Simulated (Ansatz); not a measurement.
Reaction (redistribution): `[OH][GeH2][I]` + `CO[SiH](Cl)O[SiH3]` → `[OH][GeH2][O][SiH3]` + `CO[SiH](Cl)I`

Calculated with Ansatz (gas phase, PBE0-D4/def2-TZVP geometries, no zero-point term in ΔE). CCSD(T)/CBS adds triple-zeta CCSD(T) − MP2 to the extrapolated MP2 energy (def2 sets, frozen cores). DFT in def2-TZVPP. B3LYP here is the variant with VWN-RPA as its local correlation; programs differ in this. Elements past krypton have def2 core potentials. For Ge, I outer-core shells are correlated without core-valence functions, which leaves a few kJ/mol of doubt a bond. Scalar relativity is left out up to krypton. One conformer a species, not always the lowest.

```json
{"level": "PBE-D4", "ΔE (kJ/mol)": "79.8", "difference from CCSD(T)/CBS": "-1.7"}
{"level": "r2SCAN-D4", "ΔE (kJ/mol)": "86.4", "difference from CCSD(T)/CBS": "4.9"}
{"level": "PBE0-D4", "ΔE (kJ/mol)": "84.3", "difference from CCSD(T)/CBS": "2.8"}
{"level": "B3LYP-D4", "ΔE (kJ/mol)": "89.0", "difference from CCSD(T)/CBS": "7.5"}
{"level": "ωB97X-V", "ΔE (kJ/mol)": "82.7", "difference from CCSD(T)/CBS": "1.2"}
{"level": "ωB97M-V", "ΔE (kJ/mol)": "85.2", "difference from CCSD(T)/CBS": "3.7"}
{"level": "B2PLYP", "ΔE (kJ/mol)": "85.7", "difference from CCSD(T)/CBS": "4.2"}
{"level": "PBE", "ΔE (kJ/mol)": "80.1", "difference from CCSD(T)/CBS": "-1.4"}
{"level": "r2SCAN", "ΔE (kJ/mol)": "86.3", "difference from CCSD(T)/CBS": "4.8"}
{"level": "PBE0", "ΔE (kJ/mol)": "84.5", "difference from CCSD(T)/CBS": "3.0"}
{"level": "B3LYP", "ΔE (kJ/mol)": "89.8", "difference from CCSD(T)/CBS": "8.3"}
{"level": "HF/def2-TZVPP", "ΔE (kJ/mol)": "97.2", "difference from CCSD(T)/CBS": "15.7"}
{"level": "MP2/def2-TZVPP", "ΔE (kJ/mol)": "78.9", "difference from CCSD(T)/CBS": "-2.6"}
{"level": "SCS-MP2/def2-TZVPP", "ΔE (kJ/mol)": "80.2", "difference from CCSD(T)/CBS": "-1.3"}
{"level": "CCSD/def2-TZVPP", "ΔE (kJ/mol)": "84.5", "difference from CCSD(T)/CBS": "3.0"}
{"level": "CCSD(T)/def2-TZVPP", "ΔE (kJ/mol)": "81.6", "difference from CCSD(T)/CBS": "0.1"}
{"level": "HF/def2-QZVPP", "ΔE (kJ/mol)": "98.1", "difference from CCSD(T)/CBS": "16.6"}
{"level": "MP2/def2-QZVPP", "ΔE (kJ/mol)": "79.1", "difference from CCSD(T)/CBS": "-2.4"}
{"level": "SCS-MP2/def2-QZVPP", "ΔE (kJ/mol)": "80.5", "difference from CCSD(T)/CBS": "-1.0"}
{"level": "HF/CBS(def2)", "ΔE (kJ/mol)": "98.3", "difference from CCSD(T)/CBS": "16.8"}
{"level": "MP2/CBS(def2)", "ΔE (kJ/mol)": "78.8", "difference from CCSD(T)/CBS": "-2.7"}
{"level": "CCSD/CBS(def2)", "ΔE (kJ/mol)": "84.4", "difference from CCSD(T)/CBS": "2.9"}
{"level": "CCSD(T)/CBS", "ΔE (kJ/mol)": "81.5", "difference from CCSD(T)/CBS": "0"}
```

Largest T1 diagnostic among the species: 0.012.

From PBE to PBE0 (25 % exact exchange), in def2-TZVPP and without D4, ΔE moves by +4.4 kJ/mol. In def2-TZVPP, CCSD(T) changes the Hartree–Fock value by −15.5 kJ/mol (the triples alone add −2.9 kJ/mol) and MP2 by −18.3 kJ/mol.
